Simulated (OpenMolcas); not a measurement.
## Mg⁺: effect of the active space

```
Program             : OpenMolcas
Method              : CASSCF or its RAS form
Basis               : ANO-RCC-VQZP
Scalar Hamiltonian  : DKH2, point nucleus
Spin-orbit coupling : state interaction with AMFI integrals over the reference wave functions, term energies averaged over their components
```

A. 1 electron in 4 orbitals (3s 3p); 2S+1 = 2 even, 1 root; 2S+1 = 2 odd, 3 roots; cost roughly 7 core-seconds
B. 1 electron in 8 orbitals (3s 3p 4s 4p); 2S+1 = 2 even, 1 root; 2S+1 = 2 odd, 3 roots; cost of the order of 5 core-seconds
C. 1 electron in 9 orbitals (RAS2 3s 3p; RAS3 3d, at most 1 electron); 2S+1 = 2 even, 1 root; 2S+1 = 2 odd, 3 roots; cost about 8 core-seconds

Energies in cm-1 above 3s 2S 1/2, the measured ground level; measured values from NIST Handbook of Basic Atomic Spectroscopic Data.

```tsv
Level	A	B	C	Measured
3s 2S 1/2	0.0	0.0	0.0	0.0
3p 2P* 1/2	34585	34585	34585	35669
3p 2P* 3/2	34656	34656	34656	35761
```

Deviations, from unrounded energies. A percentage is the sum of absolute deviations over the sum of measured energies, with the sign that they share, or ± where signs differ.

```tsv
Against measurement	Levels	A	B	C
mean absolute deviation (cm-1)	2	1100	1100	1100
other configurations (%)	2	-3.1	-3.1	-3.1
```

A, B, C lie about equally close to measurement. The largest miss of A in the table is 3p 2P* 3/2, by -1100 cm-1. The ranking rests on the paired levels alone, and a cruder setting can come out closer through cancelling errors.

Among A to C no level of the table moves by more than 5 cm-1.

ANO sets are built for ground and valence states and can reach diffuse excited orbitals poorly. With one active electron the reference holds no correlation, so core polarisation is missing. With one active electron outside closed inactive shells, the extra shells (4p 4s) add no correlation to the reference (holds for B). With one active electron outside closed inactive shells, the extra shells (3d) add no correlation to the reference (holds for C). Computed and measured levels are paired by configuration, term and J; levels that our copy of the source lacks, or whose pairing is in doubt (as where it misses far off the trend of its configuration), stay unpaired and out of the deviations. Only configurations of the active space appear.

* marks odd parity.
